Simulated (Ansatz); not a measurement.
# Two structures, one formula

Two relaxed structures of Al2H2ClF, closed shell (PBE0-D4/def2-TZVP; forces vanish, vibrations not checked).

A:

```
6
angstrom
F -2.2149 -1.0431 0.7246
Al -0.8102 -0.9047 -0.1305
Al 0.8145 1.0532 0.2401
Cl -0.4442 -2.4266 -1.5319
H 0.6732 2.3851 -0.6119
H 1.9816 0.9362 1.3096
```

B:

F1  (-2.181, -1.497, 0.615)
Al2  (-0.876, -0.540, 0.317)
Al3  (0.984, 1.167, 0.370)
Cl4  (-0.606, 1.003, 2.112)
H5  (0.725, 2.485, -0.461)
H6  (2.383, 0.639, 0.877)
(Å)

Ansatz 0.2.0; basis: def2-TZVPP; cores frozen in the correlated methods. B3LYP uses VWN-RPA correlation.

Q: Which structure is lower at CCSD(T), and by how much? (To be estimated.)

A: The calculation gives: A, by 5.83 kcal/mol (electronic energy, against the other). By their contacts, A is Al₂H₂ClF ([F][Al]([AlH2])[Cl]) and B is Al₂H₂ClF ([F][Al]1[AlH2][Cl]1).

All methods give the same order:

| method | E(B) − E(A) (kcal/mol) |
| --- | --- |
| PBE-D4 | 2.59 |
| r2SCAN-D4 | 4.10 |
| PBE0-D4 | 4.39 |
| B3LYP-D4 | 5.56 |
| wB97M-V | 2.84 |
| HF | 12.43 |
| MP2 | 5.64 |
| CCSD | 7.00 |
| CCSD(T) | 5.83 |

The T1 diagnostic stays at or below 0.013.

Labels in which every atom is bracketed show which atoms are joined, not bond orders.

For scale, one of the runs: CCSD(T)/def2-TZVPP, 185 basis functions, launched by `ansatz run in.yaml --threads 2 --pin off --events-out ev --progress --plain --max-ram 4352MiB`. Time: 43 s of wall clock on 2 CPU threads of an Arm Neoverse V2; the host was shared. Peak host memory: 1.6 GiB.
